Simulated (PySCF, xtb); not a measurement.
TiO2, SMILES [O]=[Ti]=[O], multiplicity 1.

Harmonic wavenumbers (cm⁻¹) from GFN2-xTB run with xtb at its own minimum, in rising order: 274, 811, 831.

**Question.** What does ωB97X-D3(BJ)/def2-TZVP (PySCF 2.14.0) give at its own minimum? (The exact figures need the calculation; the answer reports its results.)

**Answer.** 346, 1022, 1075. Paired by order, the mean absolute difference is 176 cm⁻¹ and the zero-point energies are 2.7 and 3.5 kcal/mol.
